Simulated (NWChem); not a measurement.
# SnH2O2Cl2; SMILES [OH][Sn]([OH])([Cl])[Cl]

```xyz
7

O     -1.4058    -1.5808     0.0000
Sn    -0.2441    -0.0081     0.0000
O     -1.4499     1.5397     0.0000
Cl     1.1284    -0.0101     1.8770
Cl     1.1284    -0.0101    -1.8770
H     -2.3338    -1.3092     0.0000
H     -0.9821     2.3843     0.0000
```
Atoms are numbered in this order, from 1.

The geometry was optimised at PBE0/def2-SVP. Not confirmed as a minimum by frequencies. def2 effective core potentials on Sn; no spin-orbit coupling.

Symmetry labels are those of Cs in the frame above (b1 and b2, or b-type labels, depend on it).

Task: List the 4 lowest vertical singlet excitations from PBE/def2-SVPD with def2 effective core potentials on Sn, TDA (NWChem).

Result: 
```tsv
state	energy (eV)	oscillator strength	symmetry	leading excitation (squared amplitude)
S1	4.23	0.000	a"	HOMO → LUMO (0.99)
S2	4.33	0.002	a"	HOMO−1 → LUMO (0.98)
S3	4.69	0.001	a"	HOMO−4 → LUMO (0.94)
S4	4.78	0.034	a'	HOMO−3 → LUMO (0.93)
```
